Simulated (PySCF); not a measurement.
Cl3H2NSn. Atoms are numbered in the order given.

```xyz
7

N      2.1944    -0.3601    -0.2575
Sn     0.2057    -0.0377    -0.0153
Cl    -0.9501    -1.3532    -1.5675
Cl    -0.2109     2.2301    -0.4174
Cl    -0.6525    -0.5544     2.1174
H      2.4430    -1.3271    -0.0387
H      2.7411     0.2507     0.3534
```

Coordinates come from a B3LYP-D3(BJ)/def2-SVP optimisation. The structure was generated by enumeration; whether it is a known compound was not checked. The def2 effective core potentials stand for the cores of Sn; spin–orbit coupling is left out. The values are those of a single conformer.

Computed with TDA-CAM-B3LYP/def2-SVPD (PySCF).

Vertical excitations. Isolated molecule, no solvent.

Computed UV-visible absorptions:
| state | energy (eV) | λ (nm) | f | main pairs |
|---|---|---|---|---|
| S1 | 4.93 | 251 | 0.052 | HOMO→LUMO 90 % |
| S2 | 5.31 | 233 | 0.001 | HOMO−1→LUMO 95 % |
| S3 | 5.55 | 223 | 0.023 | HOMO−3→LUMO 83 % |
| S4 | 5.57 | 223 | 0.046 | HOMO−2→LUMO 73 % |
| S5 | 5.75 | 216 | 0.033 | HOMO−6→LUMO 44 %, HOMO−5→LUMO 37 % |
| S6 | 5.75 | 215 | 0.033 | HOMO−5→LUMO 45 %, HOMO−6→LUMO 39 % |
| S7 | 5.82 | 213 | 0.067 | HOMO−4→LUMO 81 % |
| S8 | 7.19 | 173 | 0.017 | HOMO→LUMO+1 86 % |
| S9 | 7.44 | 167 | 0.004 | HOMO→LUMO+2 95 % |
| S10 | 7.58 | 164 | 0.156 | HOMO−8→LUMO 63 %, HOMO−1→LUMO+2 13 % |
| T1 | 4.17 | 297 | 0 | HOMO→LUMO 92 % |
| T2 | 4.89 | 254 | 0 | HOMO−1→LUMO 92 % |
| T3 | 4.98 | 249 | 0 | HOMO−2→LUMO 92 % |
| T4 | 5.04 | 246 | 0 | HOMO−3→LUMO 91 % |
Triplets are in the Tamm–Dancoff approximation.
